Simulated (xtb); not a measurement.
SeF2, SMILES F[Se]F. All values are semi-empirical tight-binding results from xtb (GFN2-xTB unless named), good for trends rather than for accurate numbers. The structure is a stationary point at GFN2-xTB.

* **point group as xtb finds it**: C2v
* **orbital gap**: 2.67 eV
* **zero-point energy**: 1.7 kcal/mol
* **G − E(el) at 298.15 K (modified RRHO)**: -15.0 kcal/mol
* **static polarisability (D4 model)**: 33.9 bohr³
* **solvation energy, GFN2-xTB/ALPB(water)**: -1.3 kcal/mol
* **solvation energy, GFN2-xTB/ALPB(benzene)**: -1.2 kcal/mol
